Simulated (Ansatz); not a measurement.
`BC(F)Br`. The species carries charge 0 and has multiplicity 1.

```xyz
7

B     0.707   -0.332    0.381
C    -0.369    0.188   -0.601
F    -1.219   -0.644   -1.203
Br   -1.099    0.761    1.231
H     1.639    0.372    0.612
H     0.641   -1.467    0.735
H    -0.300    1.122   -1.155
```

Question: What are the harmonic wavenumbers in cm⁻¹ at PBE0-D4/def2-TZVP (Ansatz, finite differences of forces, unscaled)? (An estimate is asked.)

Answer: Ansatz gave: 221, 283, 396, 515, 641, 793, 937, 1009, 1030, 1177, 1249, 1394, 2613, 2716, 3166.

Question: Is this a minimum?

Answer: Yes, all 15 modes are real.

Question: Give the ideal-gas thermochemistry at 298.15 K and 1 bar (rigid rotor, harmonic oscillator; point group C1, symmetry number 1).

Answer: Zero-point energy 108.5 kJ/mol; H(298) − E = 123.3 kJ/mol; entropy 302.3 J/(mol·K), of which translation 169.0, rotation 107.9, vibration 25.3; G(298) − E = 33.2 kJ/mol.

Question: And at 400, 500, 600, 800 and 1000 K?

Answer: 
```
T (K)  H − E (kJ/mol)  S (J/mol/K)  G − E (kJ/mol)
  400           131.5        325.8             1.2
  500           140.8        346.4           -32.4
  600           151.1        365.1           -68.0
  800           173.8        397.8          -144.4
 1000           198.6        425.4          -226.8
```
